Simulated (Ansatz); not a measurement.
Relaxed structures of ZnSiH4, singlet (PBE0-D4/def2-TZVP; forces vanish, vibrations not checked; lower isomers may exist, and structures with a doubtful reference or unclear bonds are left out; Å). Computed with Ansatz 0.2.0 (basis: def2-TZVPP); correlated methods freeze the cores. The 3s and 3p shells of Cu and Zn are frozen; filled d shells are correlated.

Question: Rank them by CCSD(T) energy, lowest first, and give each one's height above the lowest. Links in brackets join atoms within 1.22 times the sum of their covalent radii (1.1 for two metals). (Judge from chemistry; the value comes from the calculation.)
A.
a complex of SiH₄ + Zn
```
6
angstrom
Si -0.1627 -0.1368 -1.0846
Zn 0.2879 0.1157 2.6850
H 0.7509 -1.2125 -0.6226
H -1.4810 -0.2868 -0.4179
H -0.3382 -0.2345 -2.5571
H 0.4176 1.1864 -0.7419
```
B.
a complex of ZnSiH₂ ([SiH2][Zn]) + H₂
```
6
angstrom
Si -0.4706 -0.4609 -1.4681
Zn 0.1080 -0.1083 0.8678
H 0.4343 -1.6879 -1.2964
H -1.6649 -1.2005 -0.8512
H 1.0976 1.3573 3.9364
H 1.1460 1.9655 3.5059
```
C.
ZnSiH₄ ([SiH3][ZnH])
```
6
angstrom
Si -0.2031 -0.3398 -0.6648
Zn 0.4215 0.7056 1.3800
H 0.5468 -1.6090 -0.8941
H -1.6548 -0.6828 -0.6953
H 0.0595 0.5373 -1.8428
H 0.8301 1.3888 2.7170
```

Answer: By the calculation: A (0.0 kJ/mol), C (20.2 kJ/mol), B (194.8 kJ/mol). Heights count from the lowest.

T1 diagnostic: at most 0.016. The restricted Hartree–Fock reference is unstable towards an unrestricted one at one or more of these structures.

For scale, one of the runs: CCSD(T)/def2-TZVPP, 162 basis functions, launched by `ansatz run in.yaml --threads 2 --pin off --events-out ev --progress --plain --max-ram 4352MiB`. Hardware: 2 CPU threads of an Arm Neoverse V2, shared host. Wall time 20 s; peak host memory 1.1 GiB.
